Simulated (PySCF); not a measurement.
# Electronic structure of Sc²⁺ (scandium, charge +2) at the UHF level

Configuration: [Ar] 3d1, 2D determinant. Computed with PySCF 2.14 in x2c-TZVPall (6s5p4d1f, 48 functions), with scalar relativity by spin-free X2C-1e.

```json
{
  "Total energy": "-762.628290 hartree",
  "One-electron energy": "-1033.3686 hartree",
  "Hartree (Coulomb) energy": "308.8271 hartree",
  "Exchange energy": "-38.0868 hartree",
  "⟨S²⟩": "0.7511",
  "⟨L²⟩": "6.013",
  "Sum of ⟨r⟩": "13.37 bohr",
  "Sum of ⟨r²⟩": "16.24 bohr²",
  "Traceless quadrupole moment −½Σ⟨3z² − r²⟩ along its main axis": "0.835 e·bohr²",
  "Langevin diamagnetic susceptibility": "-12.9 ×10⁻⁶ cm³/mol",
  "Time after the integrals": "0.25 s of wall time on 1 thread of Neoverse-N1 (shared host)"
}
```

| shell | electrons | mean orbital energy (eV) | spread (eV) | rms radius, mean of both spins (bohr) |
| --- | --- | --- | --- | --- |
| 1s β | 1 | -4555.0 | 0 | 0.0844 |
| 1s α | 1 | -4555.0 | 0 | 0.0844 |
| 2s α | 1 | -539.53 | 0 | 0.370 |
| 2s β | 1 | -539.17 | 0 | 0.370 |
| 2p α | 3 | -442.29 | 0.079 | 0.340 |
| 2p β | 3 | -441.92 | 0.539 | 0.340 |
| 3s α | 1 | -86.298 | 0 | 1.15 |
| 3s β | 1 | -84.731 | 0 | 1.15 |
| 3p α | 3 | -58.999 | 1.032 | 1.26 |
| 3p β | 3 | -57.018 | 1.614 | 1.26 |
| 3d α | 1 | -24.559 | 0 | 1.74 |

Densities and radii are taken from the X2C orbitals without a picture-change correction, which distorts them close to the nucleus.
